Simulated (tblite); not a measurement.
C₆H₁₁O₂ (doublet state).
SMILES with atom numbers: `[CH3:1][CH2:2]/[C:3]([CH3:4])=[CH:5]/[O:6][CH:7][OH:8]` (hydrogens: H9, H10, H11 on C1; H12, H13 on C2; H14, H15, H16 on C4; H17 on C5; H18 on C7; H19 on O8)

Geometry (GFN2-xTB, Å), atoms numbered from 1 in this order:
```xyz
19
C6H11O2 angstrom
C      2.4860    0.9450    0.3727
C      1.5736    0.3652   -0.7112
C      0.3528   -0.2842   -0.1275
C      0.5350   -1.5945    0.5742
C     -0.8399    0.3209   -0.2066
O     -1.9608   -0.2033    0.3442
C     -3.1723    0.3126    0.0146
O     -4.1781    0.0367    0.8979
H      2.8451    0.1606    1.0334
H      3.3470    1.4307   -0.0800
H      1.9458    1.6781    0.9672
H      1.2752    1.1665   -1.3897
H      2.1352   -0.3751   -1.2866
H     -0.4291   -2.0417    0.7979
H      1.1099   -2.2797   -0.0475
H      1.0766   -1.4587    1.5104
H     -0.9683    1.2638   -0.7268
H     -3.2258    1.3030   -0.4156
H     -3.9179   -0.7368    1.4129
```

Computed geometry: GFN2-xTB, gas phase. This method treats the open shell by occupation alone, without spin polarisation.

Masses are those of the commonest isotopes; rigid-rotor values at the optimised geometry. The values belong to one conformer with, in the numbering `[CH3:1][CH2:2]/[C:3]([CH3:4])=[CH:5]/[O:6][CH:7][OH:8]`, C1–C2–C3–C4 -73°, C3–C5–O6–C7 -167°, C5–O6–C7–O8 -160°, O6–C7–O8–H -21°.

(1) What are A, B and C (MHz)?

(2) What kind of rotor is it?

(3) Is it planar, by Δ = Ic − Ia − Ib?

(4) Where do the levels up to J = 3 lie, in cm⁻¹?

(5) Estimate the classical rotational partition function at 10 K, 100 K and 200 K.

## Answers

(1) Ia = 97.33, Ib = 610.12, Ic = 658.98 u·Å²; 505379 MHz·u·Å²/I gives A = 5192, B = 828.3, C = 766.9 MHz.

(2) A near-prolate asymmetric top; Ray's κ = -0.972.

(3) Not planar: Δ = Ic − Ia − Ib = -48.47 u·Å². For a rigid frame Δ = −2 Σ m c², so Σ m c² = 24.23 u·Å² lies off the ab plane: 8.79 from hydrogen and 15.45 from heavier atoms. The atom farthest from that plane is 1.51 Å away.

(4) Above 0(0,0):
J = 1: 1(0,1) 0.0532, 1(1,1) 0.1988, 1(1,0) 0.2008
J = 2: 2(0,2) 0.1596, 2(1,2) 0.3032, 2(1,1) 0.3093, 2(2,1) 0.7460, 2(2,0) 0.7460
J = 3: 3(0,3) 0.3192, 3(1,3) 0.4597, 3(1,2) 0.4720, 3(2,2) 0.9056, 3(2,1) 0.9057, 3(3,1) 1.6386, 3(3,0) 1.6386

(5) Point group C1, symmetry number σ = 1; q = (√π/σ)·√((kT/h)³/(ABC)), k/h = 20836.6 MHz/K: 2940 at 10 K, 92800 at 100 K, 263000 at 200 K.

For this open shell read J as N, the rotation without spin; fine and hyperfine splittings come on top. Its lowest GFN2-xTB frequency is 13 cm⁻¹, too small to tell a flat minimum from a shallow saddle. Zero-point vibration and centrifugal distortion are left out.

The run took 0.54 s on Arm Neoverse V1, one thread, no GPU, on a shared host. These figures are those of the optimisation.
